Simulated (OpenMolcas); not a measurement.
**Ar⁺: effect of the IPEA shift**

| Quantity | Value |
| --- | --- |
| Program | OpenMolcas 26.06 |
| Basis | ANO-RCC-VTZP [5s4p2d1f] |
| Scalar Hamiltonian | DKH2, point nucleus |
| Active space | 7 electrons in 4 orbitals (3s 3p) |
| State averaging | 2S+1 = 2 odd, 3 roots; 2S+1 = 2 even, 1 root |
| Spin-orbit coupling | RASSI with atomic mean-field integrals over the reference wave functions, term energies averaged over their components |

Methods on the same reference wave functions:
A. CASSCF
B. SS-CASPT2, IPEA 0 Eh, imaginary shift 0.1 Eh (closed shells correlated: 2s 2p)
C. SS-CASPT2, IPEA 0.25 Eh, imaginary shift 0.1 Eh (closed shells correlated: 2s 2p)

Energies in eV above 3s2 3p5 2P* 3/2, the measured ground level; measured values from NIST Handbook of Basic Atomic Spectroscopic Data.

```tsv
Level	A	B	C	Measured
3s2 3p5 2P* 3/2	0.0000	0.0000	0.0000	0.0000
3s2 3p5 2P* 1/2	0.1656	0.1656	0.1656	0.1775
3s 3p6 2S 1/2	18.7281	15.221	15.761	13.4798
```

Deviations, from unrounded energies. A percentage is the sum of absolute deviations over the sum of measured energies, with the sign that they share, or ± where signs differ.

| Against measurement | Levels | A | B | C |
| --- | --- | --- | --- | --- |
| mean absolute deviation (cm-1) | 2 | 21000 | 7100 | 9200 |
| fine structure of the ground term (%) | 1 | -6.7 | -6.7 | -6.7 |
| other configurations (%) | 1 | +38.9 | +12.9 | +16.9 |

B lies closest to measurement on these levels and A furthest from it. The largest miss of B in the table is 3s 3p6 2S 1/2, by +14000 cm-1. The ranking rests on the paired levels alone, and a cruder setting can come out closer through cancelling errors.

Between B and C the level of the table that moves most is 3s 3p6 2S 1/2, by 4400 cm-1 (lowest in B, highest in C).

The lowest spin-free term lies below A's lowest term by 0.215 hartree in B, 0.210 hartree in C.

Over all roots computed the reference weight is 0.83 to 0.94 in B, 0.87 to 0.95 in C; the roots of lowest weight are the least certain, and an intruder state may touch them. Without dynamic correlation excited terms often stand tens of per cent too high (terms of higher spin than the ground term too low), and those without a measured partner can miss by more than the paired ones (holds for A). Computed and measured levels are paired by configuration, term and J; levels that our copy of the source lacks, or whose pairing is in doubt (as where it misses far off the trend of its configuration), stay unpaired and out of the deviations. Levels of configurations outside the active space are missing.

* marks odd parity.
